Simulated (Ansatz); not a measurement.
`CBCl` + `C[O][GeH]([OH])[Cl]` → `CBOC` + `[OH][GeH]([Cl])[Cl]`  (redistribution)

Program: Ansatz. Geometries: PBE0-D4/def2-TZVP. ΔE: electronic, gas phase. CCSD(T)/CBS adds triple-zeta CCSD(T) − MP2 to the extrapolated MP2 energy (def2 sets, frozen cores). DFT in def2-TZVPP. HSE06 is defined as in plane-wave codes. For Ge outer-core shells are correlated without core-valence functions, which leaves a few kJ/mol of doubt a bond. Scalar relativity is left out up to krypton. One conformer a species, not always the lowest.

`CBCl`:

Z-matrix (Å, degrees):
```
C
B 1 1.548
H 1 1.097 2 109.5
H 1 1.090 2 114.9 3 123.3
H 1 1.097 2 108.9 3 -114.1
Cl 2 1.750 1 121.7 3 -125.1
H 2 1.194 1 122.7 3 55.2
```

`C[O][GeH]([OH])[Cl]`:

Cartesian coordinates in Å:
```
C -1.011 -0.832 -1.023
O -0.685 0.333 -0.292
Ge 0.901 0.530 0.440
O 0.800 1.949 1.458
Cl 1.278 -1.231 1.621
H -0.394 -0.935 -1.924
H -2.054 -0.744 -1.331
H -0.900 -1.736 -0.416
H 2.046 0.720 -0.552
H 0.019 1.946 2.019
```

`CBOC`:

Cartesian coordinates in Å:
```
C 0.960 -1.651 -0.150
B 0.487 -0.165 -0.199
O -0.719 0.166 0.303
C -1.202 1.492 0.291
H 0.228 -2.324 0.299
H 1.195 -2.008 -1.159
H 1.899 -1.729 0.411
H 1.171 0.710 -0.675
H -2.142 1.523 -0.265
H -0.483 2.174 -0.172
H -1.394 1.811 1.318
```

`[OH][GeH]([Cl])[Cl]`:

Cartesian coordinates in Å:
```
O -1.069 -0.138 0.963
Ge 0.311 0.276 -0.033
Cl -0.333 0.651 -2.036
Cl 1.660 -1.380 -0.117
H -1.549 -0.912 0.653
H 0.980 1.503 0.569
```

```tsv
level	ΔE (kJ/mol)
LDA (SPW92)	-89.8
revPBE-D4	-82.3
B97M-V	-84.6
ωB97X-V	-82.0
PBE-QIDH	-83.0
HSE06	-87.1
BHLYP	-88.6
CCSD(T)/def2-TZVPP	-79.4
```

(1) What does CCSD(T)/CBS give? (An estimate is asked.)

Largest T1 diagnostic among the species: 0.012.

## Answers

(1) Computed: -80.1 kJ/mol. The listed levels differ from it by -9.7, -2.2, -4.5, -1.9, -2.9, -7.0, -8.5, 0.7 kJ/mol.

At CCSD(T), def2-SVP lies −3.5 kJ/mol from the extrapolated value and def2-TZVPP +0.8 kJ/mol. Leaving LDA and LC-ωPBE aside and taking each functional with its dispersion term where it has one, the values, not all of them listed here, spread over 5.2 kJ/mol, from BHLYP-D4 to ωB97X-V. LDA lies −3.3 kJ/mol from PBE without D4. In def2-TZVPP, CCSD(T) changes the Hartree–Fock value by +6.6 kJ/mol (the triples alone add +0.9 kJ/mol) and MP2 by +7.9 kJ/mol.
